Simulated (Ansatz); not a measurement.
Na9⁺, relaxed as a singlet with RKS r2SCAN/def2-SVP in Ansatz, starting from the GFN1-xTB geometry. Force threshold 0.02 eV/Å.

The restricted singlet is unstable towards broken spin symmetry in Hartree–Fock (as tested in another run); at r2SCAN/def2-SVP this wasn't settled. The structure comes from a short search, and lower isomers may exist.

Start:

Cartesian coordinates in Å:
```
Na -1.223 -2.529 1.038
Na -2.703 -0.093 -1.058
Na 2.230 -2.128 0.807
Na -2.063 0.550 2.319
Na 1.413 0.825 2.505
Na 0.311 -1.889 -2.130
Na 2.587 0.941 -0.754
Na -0.152 1.466 -2.959
Na -0.399 2.857 0.231
```

```json
{"step": "1", "energy (eV)": "-39721.7589", "largest force component (eV/Å)": "0.131", "SCF passes": "17"}
{"step": "2", "energy (eV)": "-39721.7860", "largest force component (eV/Å)": "0.120", "SCF passes": "19"}
{"step": "3", "energy (eV)": "-39721.8480", "largest force component (eV/Å)": "0.067", "SCF passes": "20"}
{"step": "4", "energy (eV)": "-39721.8849", "largest force component (eV/Å)": "0.028", "SCF passes": "21"}
{"step": "5", "energy (eV)": "-39721.8861", "largest force component (eV/Å)": "0.028", "SCF passes": "20"}
{"step": "6", "energy (eV)": "-39721.8898", "largest force component (eV/Å)": "0.005", "SCF passes": "20"}
```

Force components are those of the run's own axes.

End:

Cartesian coordinates in Å:
```
Na -0.986 -2.260 1.201
Na -2.562 -0.044 -1.031
Na 2.658 -2.414 0.722
Na -2.499 0.808 2.554
Na 1.171 0.482 2.445
Na 0.305 -1.818 -2.038
Na 2.470 0.936 -0.795
Na -0.160 1.607 -3.275
Na -0.395 2.704 0.216
```

Bonds formed: Na1–Na5 (atoms count from 1).

No frequencies were taken in this run, so the end may be a saddle point.

Run time 33 s (4 threads of Arm Neoverse V2 on a shared host).
